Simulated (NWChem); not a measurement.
O₂Zr

SMILES: [Zr](=[O])=[O]
```xyz
3

Zr     0.0000     0.0000     0.2967
O     -1.4393     0.0000    -0.7418
O      1.4393     0.0000    -0.7418
```
Charge 0, spin multiplicity 1.

Program: NWChem. Structure: optimised with B3LYP/def2-SVP with def2 effective core potentials on Zr, a minimum by its harmonic frequencies.

Symmetry labels belong to the abelian group C2v used in the runs, with the axes of the coordinates shown.

Effective core potentials replace the inner electrons of Zr; spin-orbit coupling is left out. The structure started from a generated list of species.

**Question.** List the lowest 3 singlet excitations that CIS/def2-SVPD with def2 effective core potentials on Zr gives, with oscillator strengths.

**Answer.** 
```csv
state,symmetry,energy (eV),wavelength (nm),f
1,b1,4.28,290,0.010
2,a1,4.66,266,0.001
3,b2,4.82,257,0.032
```
